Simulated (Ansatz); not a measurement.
Cost and result up the ladder for FeF3 (4 atoms). Charge 0, multiplicity 6. Geometry: PBE0-D4/def2-TZVP.

Cartesian coordinates in Å:
```
Fe 0.000 0.000 0.000
F 0.470 0.670 -1.546
F 0.553 -1.592 0.468
F -1.023 0.922 1.078
```

Ansatz on 2 threads of Arm Neoverse V2 on a shared host. Times are rough, and most runs start from the orbitals of an earlier one. ωB97M-V/def2-TZVP serves as the yardstick here, not as an exact answer. Differences are given only for rows in sets of like size (and for xTB, whose basis is part of the method), since another set adds its own error. Binding counts from free atoms at the same level (Fe quintet, F doublet; other spins of the atoms weren't run), without zero-point energy or a counterpoise term.

The 6-31G sets use Cartesian d functions. LC-ωPBE has ω = 0.4 bohr⁻¹. B3LYP takes the VWN-RPA correlation. Correlated methods freeze 8 core orbitals; core or outer-core shells of Fe are correlated, in sets that lack core-valence functions.

Correlated methods converge slowly with the basis (MP2 moves by 0.17 eV from def2-TZVP to def2-QZVPP here).

```tsv
level	functions	wall time	binding energy per atom (eV)	difference from ωB97M-V/def2-TZVP (eV)
HF/6-31G	56	0.4 s	2.20	–
B3LYP-D4/6-31G	56	1.8 s	3.47	–
HF/def2-TZVP	138	1.9 s	2.36	-1.05
PBE-D4/def2-SVP	73	1.9 s	3.83	–
LC-ωPBE/def2-TZVP	138	3.3 s	3.53	0.12
B3LYP-D4/def2-TZVP	138	4 s	3.44	0.03
CAM-B3LYP-D4/def2-TZVP	138	4.1 s	3.49	0.09
BHLYP-D4/def2-TZVP	138	4.3 s	3.10	-0.31
RPA@PBE/def2-TZVP	138	5.5 s	3.06	-0.35
PBE0-D4/def2-TZVPD	168	6 s	3.47	0.06
r2SCANh-D4/def2-TZVP	138	7 s	3.55	0.15
r2SCAN-D4/def2-TZVPD	168	9.5 s	3.69	0.29
B97M-V/def2-TZVP	138	11 s	3.51	0.11
ωB97M-V/def2-TZVP	138	11 s	3.41	0.00
```
